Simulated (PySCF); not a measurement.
C3H10BO3 (SMILES COB(OC)[OH+]C), charge +1, singlet, geometry from GFN2-xTB; DF-BHANDHLYP/def2-SVP (PySCF).

Here is a job for PySCF.
```python
from pyscf import gto, scf, dft

mol = gto.Mole()
mol.atom = '''
    C     0.15683431    2.53425652   -0.34785853
    O    -0.53708415    1.31730493   -0.09618469
    B    -0.12483788    0.08001048    0.00055359
    O    -0.80250431   -1.02543469    0.18071736
    C    -2.22288310   -1.16389613    0.26844763
    O     1.38032908   -0.19975549   -0.13585076
    C     1.90550999   -1.52900677    0.09327589
    H     0.84460794    2.42826681   -1.18766603
    H     0.69494662    2.85168721    0.54740565
    H    -0.59875153    3.27995768   -0.59103949
    H    -2.71528689   -0.19472882    0.22236326
    H    -2.44643146   -1.65871481    1.21278740
    H    -2.54765464   -1.79182191   -0.56050416
    H     1.94869990    0.47036884    0.27633700
    H     2.91138608   -1.57342308   -0.32151260
    H     1.91459255   -1.77025310    1.15555638
    H     1.25538843   -2.22643081   -0.42914037
'''
mol.basis = 'def2-svp'
mol.charge = 1
mol.verbose = 4
mol.build()

mf = dft.RKS(mol)
mf.xc = 'bhandhlyp'
mf = mf.density_fit(auxbasis='def2-universal-jkfit')
mf.kernel()
```

Task: Write the output that PySCF gives for this input, abridged.

Result: 
```
PySCF version 2.14.0

[INPUT] verbose = 4
[INPUT] num. atoms = 17
[INPUT] num. electrons = 56
[INPUT] charge = 1
[INPUT] spin (= nelec alpha-beta = 2S) = 0
[INPUT] symmetry False subgroup None
[INPUT] Mole.unit = angstrom
[INPUT] Symbol           X                Y                Z      unit          X                Y                Z       unit  Magmom
[INPUT]  1 C      0.156834310000   2.534256520000  -0.347858530000 AA    0.296373892835   4.789050752193  -0.657357351794 Bohr   0.0
[INPUT]  2 O     -0.537084150000   1.317304930000  -0.096184690000 AA   -1.014941949345   2.489345540239  -0.181762721476 Bohr   0.0
[INPUT]  3 B     -0.124837880000   0.080010480000   0.000553590000 AA   -0.235909403171   0.151197894295   0.001046133485 Bohr   0.0
[INPUT]  4 O     -0.802504310000  -1.025434690000   0.180717360000 AA   -1.516513359683  -1.937790722728   0.341506316354 Bohr   0.0
[INPUT]  5 C     -2.222883100000  -1.163896130000   0.268447630000 AA   -4.200640265924  -2.199444923141   0.507292499489 Bohr   0.0
[INPUT]  6 O      1.380329080000  -0.199755490000  -0.135850760000 AA    2.608443922973  -0.377483167978  -0.256720730214 Bohr   0.0
[INPUT]  7 C      1.905509990000  -1.529006770000   0.093275890000 AA    3.600892008723  -2.889404037906   0.176265886125 Bohr   0.0
[INPUT]  8 H      0.844607940000   2.428266810000  -1.187666030000 AA    1.596077689233   4.588759228271  -2.244363524149 Bohr   0.0
[INPUT]  9 H      0.694946620000   2.851687210000   0.547405650000 AA    1.313258782992   5.388907819825   1.034446757540 Bohr   0.0
[INPUT] 10 H     -0.598751530000   3.279957680000  -0.591039490000 AA   -1.131476408364   6.198221715364  -1.116902764903 Bohr   0.0
[INPUT] 11 H     -2.715286890000  -0.194728820000   0.222363260000 AA   -5.131148571722  -0.367984138360   0.420205661565 Bohr   0.0
[INPUT] 12 H     -2.446431460000  -1.658714810000   1.212787400000 AA   -4.623085441920  -3.134516709660   2.291836033323 Bohr   0.0
[INPUT] 13 H     -2.547654640000  -1.791821910000  -0.560504160000 AA   -4.814369529577  -3.386052673895  -1.059199354079 Bohr   0.0
[INPUT] 14 H      1.948699900000   0.470368840000   0.276337000000 AA    3.682509109967   0.888868285129   0.522201248084 Bohr   0.0
[INPUT] 15 H      2.911386080000  -1.573423080000  -0.321512600000 AA    5.501722334071  -2.973338699270  -0.607570759597 Bohr   0.0
[INPUT] 16 H      1.914592550000  -1.770253100000   1.155556380000 AA    3.618055559633  -3.345293530162   2.183685079694 Bohr   0.0
[INPUT] 17 H      1.255388430000  -2.226430810000  -0.429140370000 AA    2.372340312648  -4.207344466194  -0.810957768295 Bohr   0.0

nuclear repulsion = 325.201855356381
number of shells = 72
number of NR pGTOs = 238
number of NR cGTOs = 148
basis = def2-svp
ecp = {}

******** <class 'pyscf.df.df_jk.DFRKS'> ********
method = DFRKS
initial guess = minao
damping factor = 0
level_shift factor = 0
DIIS = <class 'pyscf.scf.diis.CDIIS'>
diis_start_cycle = 1
diis_space = 8
diis_damp = 0
SCF conv_tol = 1e-09
SCF conv_tol_grad = None
SCF max_cycles = 50
direct_scf = False
XC library pyscf.dft.libxc version 7.1.2
    S. Lehtola, C. Steigemann, M. J. T. Oliveira, and M. A. L. Marques,  SoftwareX 7, 1–5 (2018)
XC functionals = bhandhlyp
    A. D. Becke,  J. Chem. Phys. 98, 1372 (1993)
    Defined through Gaussian implementation.
radial grids:
    Treutler-Ahlrichs [JCP 102, 346 (1995); DOI:10.1063/1.469408] (M4) radial grids

becke partition: Becke, JCP 88, 2547 (1988); DOI:10.1063/1.454033
pruning grids: <function nwchem_prune>
grids dens level: 3
symmetrized grids: False
atomic radii adjust function: <function treutler_atomic_radii_adjust>
small_rho_cutoff = 0
Set gradient conv threshold to 3.16228e-05
Initial guess from minao.
tot grids = 196728
******** <class 'pyscf.df.df.DF'> ********
auxbasis = def2-universal-jkfit
init E= -371.381421833851
  HOMO = -0.389968901549841  LUMO = -0.00738687423532847  gap/eV = 10.41059
cycle= 1 E= -370.117818170725  delta_E= 1.26  |g|= 0.73  |ddm|= 3.92
  HOMO = -0.470625191508483  LUMO = -0.160022924898376  gap/eV = 8.45192
cycle= 2 E= -370.132092306097  delta_E= -0.0143  |g|= 0.723  |ddm|= 0.963
  HOMO = -0.545926683514325  LUMO = -0.14142289560203  gap/eV = 11.00711
cycle= 3 E= -370.225163742851  delta_E= -0.0931  |g|= 0.0699  |ddm|= 0.489
  HOMO = -0.534397676851012  LUMO = -0.132070845913693  gap/eV = 10.94787
cycle= 4 E= -370.226002317743  delta_E= -0.000839  |g|= 0.0248  |ddm|= 0.0586
  HOMO = -0.535899802366619  LUMO = -0.131245371498462  gap/eV = 11.01121
cycle= 5 E= -370.226109720952  delta_E= -0.000107  |g|= 0.00844  |ddm|= 0.0196
  HOMO = -0.53606019238076  LUMO = -0.132056339766944  gap/eV = 10.99350
cycle= 6 E= -370.226123025444  delta_E= -1.33e-05  |g|= 0.0011  |ddm|= 0.00579
  HOMO = -0.535896802105214  LUMO = -0.1319718303099  gap/eV = 10.99136
cycle= 7 E= -370.226123354402  delta_E= -3.29e-07  |g|= 0.000332  |ddm|= 0.00135
  HOMO = -0.535915107684314  LUMO = -0.131978219327154  gap/eV = 10.99168
cycle= 8 E= -370.226123386921  delta_E= -3.25e-08  |g|= 8.53e-05  |ddm|= 0.000395
  HOMO = -0.53591706309933  LUMO = -0.131977164168351  gap/eV = 10.99176
cycle= 9 E= -370.226123389138  delta_E= -2.22e-09  |g|= 2.63e-05  |ddm|= 0.000106
  HOMO = -0.535914782080131  LUMO = -0.131975258961411  gap/eV = 10.99175
cycle= 10 E= -370.226123389297  delta_E= -1.59e-10  |g|= 1.17e-05  |ddm|= 3.5e-05
  HOMO = -0.535914382012306  LUMO = -0.131974967476811  gap/eV = 10.99175
Extra cycle  E= -370.226123389286  delta_E= 1.07e-11  |g|= 1.42e-05  |ddm|= 1.61e-05
converged SCF energy = -370.226123389286
```
